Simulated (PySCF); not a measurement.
Mapped SMILES: `[SiH3:1][O:2][c:3]1[cH:4][n:5][cH:6][nH:7]1`. Each H is labelled by its parent atom.

No relativistic terms, a single conformation, one averaged value for each set of equivalent atoms, no solvent model. NMR shieldings at PBE0/pcSseg-1/GIAO; GFN2-xTB structure; PySCF.

δ = σ(ref) − σ, references computed at the same level: 13C, 1H, 29Si vs TMS; 17O against H2O; NH3 for 15N.

```csv
atoms,nucleus,count,δ (ppm)
Si1,29Si,1,-35.8
C4,13C,1,109.2
O2,17O,1,63.9
H(N7),1H,1,?
H(C4),1H,1,6.46
N7,15N,1,?
N5,15N,1,301.0
C6,13C,1,?
H(C6),1H,1,6.99
C3,13C,1,148.9
H(Si1),1H,3,5.11
```

Task: Complete the table.

Result: 
- C6: 128.5 ppm, aromatic CH between two ring heteroatoms
- H(N7): 7.89 ppm, hydrogen on a pyrrole-type ring nitrogen; labile proton, position sensitive to the medium
- N7: 174.6 ppm, pyrrole-type ring nitrogen

The OH or NH signal is concentration- and solvent-dependent in practice; the value given is the gas-phase one. Shifts are as computed. Against solution values, carbons near 30 ppm lie about +3 ppm off and those near 130 ppm about +5 ppm. Of 1211 compounds with measured shifts, 218 miss one by over three times the rms of a fit or turn the order of signals round; such compounds aren't used in these exercises. Experimental scales use liquid or dissolved standards, which lie at an offset from isolated NH3 (liquid NH3: subtract about 20 ppm) and H2O (liquid H2O: subtract about 36 ppm). Unscaled 15N shifts of sp2 nitrogen come out 20 to 40 ppm too high even then.
